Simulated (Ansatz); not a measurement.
The cluster Cd9O8⁺, relaxed as a doublet with UKS PBE-D4/def2-SVP in Ansatz, starting from the GFN1-xTB geometry. Force threshold 0.03 eV/Å.

In the def2 sets Cd takes a core potential; there is no spin–orbit coupling. The structure holds 4 bonds between oxygen atoms, so isomers without such links may lie far lower. Another isomer (doublet) lies 1.33 eV lower at PBE0-D4/def2-TZVP; other spin states weren't run for this one.

Start:

```xyz
17

Cd    4.003   -2.205   -0.597
Cd   -2.810    1.152   -3.045
Cd    2.445    1.517    0.842
Cd    4.973    0.516    0.505
Cd   -0.706   -0.083   -1.952
Cd   -0.076    2.183    1.554
Cd    1.586   -1.434   -2.136
Cd   -1.909   -2.446    2.929
Cd   -1.140   -0.416    1.387
O     0.875   -1.158    0.937
O     0.371    1.703   -1.269
O    -3.221    0.723    0.102
O    -1.983   -1.114   -0.486
O    -2.859    0.722    1.443
O     1.715    1.531   -1.232
O    -3.273   -0.594   -0.395
O     2.008   -0.596    1.413
```

```
         step  energy (eV)  largest force component (eV/Å)  SCF passes
            1  -57413.4428                           1.673          68
            2  -57414.0692                           0.907          39
            3  -57414.3562                           0.392          43
            4  -57414.5479                           0.527          38
            5  -57414.7058                           0.402          37
            6  -57414.7772                           0.264          43
            7  -57414.8089                           0.478          41
            8  -57414.8249                           1.101          43
            9  -57414.8762                           0.576          37
10 (rejected)  -57414.8716                           0.283          43
           11  -57414.9087                           0.145          41
15 (rejected)  -57414.9445                           0.351          34
           19  -57414.9673                           0.043          32
           23  -57414.9786                           0.048          29
           27  -57414.9873                           0.054          37
           31  -57415.0406                           0.228          33
35 (rejected)  -57415.1085                           0.310          37
           39  -57415.1386                           0.080          31
           43  -57415.1596                           0.681          52
           47  -57415.2406                           0.214          43
           51  -57415.2687                           0.045          40
           55  -57415.2715                           0.059          40
           59  -57415.2805                           0.446          46
           63  -57415.2971                           0.055          42
           65  -57415.2981                           0.018          41
```

Force components are those of the run's own axes.

End:

```xyz
17

Cd    3.485   -2.393   -0.336
Cd   -3.526    1.327   -2.579
Cd    2.277    0.871    1.253
Cd    4.988    1.601    2.083
Cd   -1.010    0.121   -2.190
Cd    0.034    2.451    0.928
Cd    1.286   -1.405   -1.934
Cd    0.290   -1.907    3.242
Cd   -1.429   -1.296    1.158
O     0.712   -1.278    0.381
O     0.752    1.685   -1.337
O    -3.111    1.240    0.137
O    -2.741   -1.156   -0.695
O    -1.845    0.914    0.212
O     1.886    1.046   -1.087
O    -3.838   -0.479   -0.577
O     1.792   -1.342    1.339
```

Bonds lost: Cd1–Cd4, Cd6–Cd9, O12–O16 (atoms count from 1). Bonds formed: Cd6–O11, Cd7–O10, Cd8–O17 (atoms count from 1).

The force fell under the threshold at step 52, but the optimiser went on and released 0.029 eV more. No frequencies were taken in this run, so the end may be a saddle point.

Hardware: 2 threads of AMD EPYC 7R13 on a shared host and a share (18 GiB) of an NVIDIA H100 80GB HBM3. Wall time 6.3 min, peak host memory 1.1 GiB.
